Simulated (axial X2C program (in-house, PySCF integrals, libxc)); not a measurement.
# What spin–orbit coupling does to RbMg

Calculated with an axial X2C code built on PySCF integrals. Spin-free means the one-electron spin-free X2C Hamiltonian; two-component (2c) means X2C with spin–orbit coupling and atomic mean-field two-electron Coulomb and Gaunt terms, so the difference of the two also holds small scalar two-electron terms. Basis: Rb dyall-cv3z [12s13p8d4f1g], Mg dyall-cv3z [9s8p6d3f] (cores contracted in-house); Gaussian nuclei, density fitting, unrestricted open shells. Masses: Rb 84.912 u, Mg 23.985 u.

Spin-free state: M_S = 1/2, Λ = 0 (beyond evenly filled blocks: σα); fragments Rb + Mg.

| level | Re (Å) | ωe (cm⁻¹) | De (eV) | μ (D) |
| --- | --- | --- | --- | --- |
| PBE0 | 4.095 | 67.6 | 0.146 | -2.04 |
| CCSD(T) | 4.314 | 46.1 | 0.084 | n/a |
| LDA | 3.919 | 77.8 | 0.224 | -1.56 |

Correlated methods: 11 electrons correlated (number of frozen shells: Rb 3 s, 2 p, 1 d; Mg 2 s, 1 p), 307 virtual spin orbitals or spinors in MP2, 89 natural virtuals in coupled cluster.

Dipoles are positive if Mg is the positive end.

Two-component determinant lowest at the distance of the search:

Ω = 1/2 (⟨Sz⟩ = 0.50, ⟨Lz⟩ = 0.00 at HF); fragments Rb + Mg.

| level | Re (Å) | ωe (cm⁻¹) | De (eV) | μ (D) |
| --- | --- | --- | --- | --- |
| PBE0 | 4.095 | 67.6 | 0.146 | -2.04 |
| CCSD(T) | 4.323 | 45.3 | 0.085 | n/a |
| LDA | 3.919 | 77.8 | 0.224 | -1.56 |

**Question.** From the two tables, how do the constants change at the CCSD(T) level (2c against spin-free)?

**Answer.** At the CCSD(T) level Re rises by 0.009 Å and ωe decreases by 0.8 cm⁻¹; De changes by 0.001 eV.

Occupations by symmetry block were frozen at the best pattern of an incomplete PBE0 search. De is counted from the lowest determinant-based energies of the atoms at the same level, without counterpoise correction. Density functionals use the spin component along the axis (collinear). Coupled cluster ran in a truncated set of natural virtual spinors; the MP2 energy of the rest was added. (T) has no such correction and the atoms are truncated less, which lowers De at CCSD(T) by a hundredth of an eV or more.
